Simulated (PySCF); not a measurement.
Electronic structure of P (phosphorus, neutral) at the LDA level

Configuration: [Ne] 3s1 3p3 3d1, high-spin 6D determinant (an excited configuration). Computed with PySCF 2.14 in aug-cc-pV(5+d)Z (8s7p6d4f3g2h, 136 functions), with the non-relativistic Hamiltonian (point nucleus).

```json
{
 "Total energy": "-339.4877 hartree",
 "One-electron energy": "-468.4992 hartree",
 "Hartree (Coulomb) energy": "150.8364 hartree",
 "Exchange-correlation energy": "-21.8249 hartree",
 "Kinetic energy": "339.94112 hartree",
 "⟨S²⟩": "8.7500",
 "⟨L²⟩": "6.003",
 "Sum of ⟨r⟩": "16.77 bohr",
 "Sum of ⟨r²⟩": "44.89 bohr²",
 "Traceless quadrupole moment −½Σ⟨3z² − r²⟩ along its main axis": "6.41 e·bohr²",
 "Density at the nucleus (Gaussians lack the cusp)": "2170 bohr⁻³",
 "Spin density at the nucleus": "6.84 bohr⁻³",
 "Langevin diamagnetic susceptibility": "-35.6 ×10⁻⁶ cm³/mol"
}
```

| shell | electrons | mean orbital energy (eV) | spread (eV) | rms radius, mean of both spins (bohr) |
| --- | --- | --- | --- | --- |
| 1s α | 1 | -2074.4 | 0 | 0.121 |
| 1s β | 1 | -2073.8 | 0 | 0.121 |
| 2s α | 1 | -177.25 | 0 | 0.572 |
| 2s β | 1 | -176.49 | 0 | 0.572 |
| 2p α | 3 | -129.62 | 0.053 | 0.545 |
| 2p β | 3 | -128.75 | 0.066 | 0.545 |
| 3s α | 1 | -18.661 | 0 | 1.96 |
| 3p α | 3 | -9.700 | 0.186 | 2.33 |
| 3d α | 1 | -0.074 | 0 | 4.73 |

The outer electron is Rydberg-like, and this basis confines it to a smaller radius and binds it less than a complete one would.
